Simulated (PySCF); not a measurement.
# Assignment exercise: CH11FO2Si4

Mapped SMILES: `[CH3:1][Si@@H:2]([OH:3])[Si@:4]([F:5])([SiH3:6])[O:7][SiH3:8]`. Each H is labelled by its parent atom.

PySCF 2.14 calculation with GFN2-xTB structure and shieldings: GIAO PBE0/pcSseg-1; averaged over atoms made equivalent by symmetry, fast rotation or ring inversion, single conformer, non-relativistic, no solvent.

References, each an isolated molecule treated in the same way: 1H (σref 31.72) against TMS.

**Question.** Assign these signals to the numbered atoms. 1H NMR (600 MHz, computed): δ 5.62 (m, 1H), 5.18 (s, 3H), 3.47 (m, 3H), 0.66 (br s, 1H), 0.33 (d, 3H).

**Answer.** 
5.62 → H(Si2), hydrogen on a silicon bonded to C, O, Si
5.18 → H(Si8), hydrogen on a silicon bonded to O
3.47 → H(Si6), hydrogen on a silicon bonded to Si
0.66 → H(O3), hydrogen on an oxygen bonded to Si: labile proton, position sensitive to the medium
0.33 → H(C1), hydrogen on a methyl carbon bonded to Si: an electropositive neighbour shields it, as in TMS itself

OH/NH shifts are gas-phase values; hydrogen bonding in solution moves them, usually downfield. Multiplicities follow the n + 1 count of equivalent neighbours, as no J values were calculated; m marks all less simple cases, F and P coupling included.
